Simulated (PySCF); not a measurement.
Spectrum to structure. Method: TDDFT PBE0/def2-SVPD, vertical, gas phase, core orbitals frozen in the response (PySCF 2.14.0, density-fitted response routines). Geometries: GFN2-xTB, one conformer each.

```
state  ν̃ (cm⁻¹)       f  main configurations (H = HOMO, L = LUMO)
   S1      35640   0.064                                 H→L (96%)
   S2      40710   0.067                               H-1→L (92%)
   S3      45310  0.0028                               H→L+1 (96%)
   S4      47230  0.0033                  H-2→L (84%), H-3→L (10%)
   S5      48090   0.016                               H→L+2 (92%)
   S6      49480   0.011                  H-3→L (52%), H→L+3 (41%)
   S7      51530  0.0058                               H→L+4 (76%)
   S8      52330   0.089     H-4→L (35%), H→L+3 (26%), H→L+4 (12%)
```

Task: Which candidate is it?
A. `CC(C)C=C(F)F`
B. `CC(C)=CC(F)F`
C. `Fc1[pH]c([SiH3])cc1[SiH3]`

Result: C. Its S1, at 4.42 eV, is the lowest among the candidates; the nearest of the others has S1 at 6.76 eV. S1 is HOMO→LUMO (96%). Löwdin shares by element: HOMO carbon 76% (atoms not listed hold the other 24%); LUMO carbon 50% or more, phosphorus 13% (atoms not listed hold the other 37%). At the same level the other candidates give, for their lowest levels:
- `CC(C)=CC(F)F`: 6.79 eV (f 0.346); 6.99 eV (f 0.013); 7.45 eV (f 0.004); 7.63 eV (f 0.008); 8.13 eV (f 0.025); T1 4.12 eV; HOMO -7.55, LUMO -0.32 eV
- `CC(C)C=C(F)F`: 6.76 eV (f 0.025); 7.53 eV (f 0.000); 7.62 eV (f 0.343); 7.69 eV (f 0.000); 8.18 eV (f 0.014); T1 4.69 eV; HOMO -7.39, LUMO 0.57 eV
Triplets come from the Tamm–Dancoff approximation.
